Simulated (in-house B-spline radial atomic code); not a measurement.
How G0W0 and RPA depend on the start: the ruthenium ion Ru⁸⁺

Configuration [Ar] 3d10 4s2 4p6. Computed with an all-electron radial atomic-structure program (B-spline basis): all electrons, scalar-relativistic (spin-free one-electron X2C), finite nucleus, each spin shell either full or empty, empty states to l = 9 with an (l + 1/2)⁻⁴ tail; G0W0 by contour deformation at full frequency.

```json
{"start": "Hartree-Fock", "mean-field 4p (eV)": "-179.35", "G0W0 (eV)": "-180.34", "QP weight": "0.977", "RPA correlation (Eh)": "-2.6152"}
{"start": "LDA VWN5", "mean-field 4p (eV)": "-169.30", "G0W0 (eV)": "-180.03", "QP weight": "0.963", "RPA correlation (Eh)": "-2.8208"}
{"start": "PBE", "mean-field 4p (eV)": "-169.18", "G0W0 (eV)": "?", "QP weight": "?", "RPA correlation (Eh)": "?"}
{"start": "PBE0", "mean-field 4p (eV)": "-172.12", "G0W0 (eV)": "-180.09", "QP weight": "0.968", "RPA correlation (Eh)": "-2.7616"}
{"start": "r2SCAN", "mean-field 4p (eV)": "-170.14", "G0W0 (eV)": "-180.08", "QP weight": "0.966", "RPA correlation (Eh)": "-2.7822"}
{"start": "HSE06", "mean-field 4p (eV)": "-171.63", "G0W0 (eV)": "-180.10", "QP weight": "0.967", "RPA correlation (Eh)": "-2.7653"}
{"start": "B3LYP (VWN-RPA)", "mean-field 4p (eV)": "-171.49", "G0W0 (eV)": "-180.09", "QP weight": "0.967", "RPA correlation (Eh)": "-2.7735"}
{"start": "SCAN", "mean-field 4p (eV)": "-170.22", "G0W0 (eV)": "-180.05", "QP weight": "0.966", "RPA correlation (Eh)": "-2.7808"}
{"start": "TPSS", "mean-field 4p (eV)": "-169.52", "G0W0 (eV)": "-180.06", "QP weight": "0.964", "RPA correlation (Eh)": "-2.8067"}
{"start": "BHandHLYP", "mean-field 4p (eV)": "-174.77", "G0W0 (eV)": "-180.20", "QP weight": "0.972", "RPA correlation (Eh)": "-2.7102"}
{"start": "CAM-B3LYP", "mean-field 4p (eV)": "-173.47", "G0W0 (eV)": "-180.15", "QP weight": "0.970", "RPA correlation (Eh)": "-2.7535"}
{"start": "LC-wPBE", "mean-field 4p (eV)": "-174.71", "G0W0 (eV)": "-180.17", "QP weight": "0.971", "RPA correlation (Eh)": "-2.7584"}
{"start": "wB97X", "mean-field 4p (eV)": "-174.52", "G0W0 (eV)": "-180.07", "QP weight": "0.971", "RPA correlation (Eh)": "-2.7452"}
{"start": "PBEsol", "mean-field 4p (eV)": "-169.15", "G0W0 (eV)": "-180.01", "QP weight": "0.963", "RPA correlation (Eh)": "-2.8187"}
{"start": "BLYP", "mean-field 4p (eV)": "-168.95", "G0W0 (eV)": "?", "QP weight": "?", "RPA correlation (Eh)": "?"}
{"start": "r2SCAN0", "mean-field 4p (eV)": "-172.75", "G0W0 (eV)": "-180.14", "QP weight": "0.969", "RPA correlation (Eh)": "-2.7379"}
{"start": "LDA exchange-only", "mean-field 4p (eV)": "-167.33", "G0W0 (eV)": "-180.09", "QP weight": "0.962", "RPA correlation (Eh)": "-2.8202"}
```

Task: What G0W0 level, weight and RPA correlation energy follow from the PBE start?

Result: G0W0 level -180.00 eV, weight 0.963, RPA correlation -2.8176 hartree.

Task: What G0W0 level, weight and RPA correlation energy follow from the BLYP start?

Result: G0W0 level -180.01 eV, weight 0.963, RPA correlation -2.8184 hartree.

Task: How much of the dependence on the start does G0W0 remove?

Result: The mean-field levels span 12 eV and the G0W0 levels 0.335 eV. Against 178.41 ± 0.05 eV (NIST, semi-empirical) the G0W0 removal energies are off by +1.59 to +1.93 eV, with spin-orbit coupling, Breit and QED terms left out.
